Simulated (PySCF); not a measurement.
## Krypton: a sound run and one with changed settings

Sound run: Kr⁺ [Ar] 3d10 4s2 4p5, Kr²⁺ [Ar] 3d10 4s2 4p4. Calculation: PySCF 2.14, in pcseg-2; the non-relativistic Hamiltonian (point nucleus). The sound run starts from symmetry-adapted Hartree-Fock orbitals and uses a fine grid where one is needed.

Changed run: 14 angular points. This setting is unsound on purpose.

```tsv
species	method	sound run (hartree)	changed run (hartree)	converged
Kr⁺	UHF	-2751.54303	-2751.54303	yes
Kr⁺	M06-2X	-2753.36157	-2753.36536	yes
Kr⁺	MN15	-2753.72368	-2753.72242	yes
Kr²⁺	UHF	-2750.68844	-2750.68844	yes
Kr²⁺	M06-2X	-2752.47283	-2752.46950	yes
Kr²⁺	MN15	-2752.83061	-2752.83088	yes
```

Ionisation energy of Kr⁺:

```
method  sound run (eV)  changed run (eV)
   UHF          23.255            23.255
M06-2X          24.184            24.378
  MN15          24.302            24.260
```

A coarse angular grid integrates products of high-l functions wrongly, so density functionals can shift, and the SCF can exploit the error; Hartree-Fock and MP2 need no grid.

For comparison, NIST gives 24.360 eV between the lowest levels.
